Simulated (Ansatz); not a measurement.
`C[SiH]1NCS1` + `C[SeH]` → dimethyl selenide + `C1N[SiH2]S1`  (substitution at a C–Si bond)

Gas-phase electronic energies from Ansatz, PBE0-D4/def2-TZVP geometries. CCSD(T)/CBS is the MP2 limit (def2-TZVPP, def2-QZVPP) plus CCSD(T) − MP2 in def2-TZVPP, frozen cores. Functionals use def2-TZVPP. B3LYP here is the variant with VWN-RPA as its local correlation; programs differ in this. For Se outer-core shells are correlated without core-valence functions, which leaves a few kJ/mol of doubt a bond. Scalar relativity is left out up to krypton.

Task: Is it downhill or uphill in electronic energy at CCSD(T)/CBS, and by how much? (Estimate.)

Result: The calculation gave: Uphill: ΔE = +52.7 kJ/mol.

Task: What do these levels give: r2SCAN-D4, B3LYP-D4, ωB97M-V, B2PLYP, B3LYP, MP2/CBS(def2)? (An estimate is asked.)

Result: Ansatz gave: r2SCAN-D4 57.2, B3LYP-D4 53.4, ωB97M-V 56.0, B2PLYP 51.9, B3LYP 52.0, MP2/CBS(def2) 51.8 kJ/mol.

Largest T1 diagnostic among the species: 0.011.
